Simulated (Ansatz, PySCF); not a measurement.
System: Si2H3, charge 0, multiplicity 2. It need not be the lowest isomer of its formula. 
Structure (B3LYP-D3(BJ)/def2-TZVP (Ansatz, a first-principles code) minimum search):
```xyz
5

Si    -1.2264     0.1449    -0.1145
Si     1.0462    -0.0389     0.0964
H     -1.3325    -1.3477     0.1685
H      1.8899    -1.2636     0.0402
H      1.9663     1.1277     0.0447
```
Charge 0, spin multiplicity 2.

Dipole moments at this geometry, in debye (magnitudes).

| level | program | dipole (D) |
|---|---|---|
| HF/def2-TZVPD | PySCF | 0.77 |
| r2SCAN/def2-TZVPD | Ansatz | 1.13 |
| B3LYP/def2-TZVPD | Ansatz | 1.01 |
| PBE0/def2-TZVPD | PySCF | 1.10 |
| r2SCAN0/def2-TZVPD | Ansatz | 1.10 |
| PW6B95/def2-TZVPD | PySCF | … |
| CAM-B3LYP/def2-TZVPD | Ansatz | 1.04 |
| LC-wPBE/def2-TZVPD | Ansatz | 1.11 |
| CCSD(T)/aug-cc-pV(D+d)Z | Ansatz | … |

### Question
Some entries are withheld; supply them.

### Answer

- PW6B95/def2-TZVPD, dipole (D): 1.00
- CCSD(T)/aug-cc-pV(D+d)Z, dipole (D): 0.97
